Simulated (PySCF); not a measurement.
Ag(I) anion (AgI), SMILES [Ag][I] (connectivity only; charge and spin as stated), charge -1, multiplicity 2.

Coordinates come from a B3LYP-D3(BJ)/def2-TZVPD optimisation. The multiplicity is an assumed one; other spin states were not compared. The def2 effective core potentials stand for the cores of Ag, I; spin–orbit coupling is left out.

These are r2SCAN/def2-TZVPD (PySCF) values and carry that method's errors.

The molecule is in vacuum. A positive occupied level means that this level leaves the electron formally unbound; only the finite basis holds it.

The total energy comes out as -444.97059 hartree and the point group comes out as C∞v. The α spin, highest occupied and lowest empty level comes out as 0.31 and 3.43 eV and the β spin, highest occupied and lowest empty level comes out as -1.34 and 1.62 eV. The dipole moment about the centre of nuclear charge is 0.02 D and the mean static polarisability is 128.7 bohr³ (19.08 Å³). The polarisability, principal values is 109.5, 109.5, 167.3 bohr³ and the ⟨S²⟩ comes out as 0.755 (pure state 0.75).
